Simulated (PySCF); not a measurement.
## Relaxation of quartet PtN₂⁻

These are results of UPBE0 in PySCF with Pt def2-SVPD with ECP60, N def2-SVPD; scalar-relativistic core potentials, no spin–orbit coupling; density-fitted integrals, not measurements. A (50,194) grid was used.

A hand-made linear start, of D∞h symmetry, held to at least that symmetry:

```xyz
3
charge -1 multiplicity 4, angstrom
Pt    0.0000    0.0000    0.0000
N     0.0000    0.0000    1.7200
N     0.0000    0.0000   -1.7200
```

Problem. What does it relax to?

Solution. It ends at D∞h with Pt–N 1.834 Å (×2); N–Pt–N 180.0° (after a last refinement on a finer grid). A frequency run shows 2 imaginary modes, down to 176i cm⁻¹, so it is a higher-order saddle point. Other isomers or separated fragments may lie lower.

Problem. How much energy is released, and in how many steps?

Solution. 53.0 kJ/mol in 4 steps.

With open d or f shells other occupations or spin states may lie lower. Spin–orbit coupling, left out here, can matter for elements this heavy.

The relaxation took roughly 40 core-seconds on a shared host.
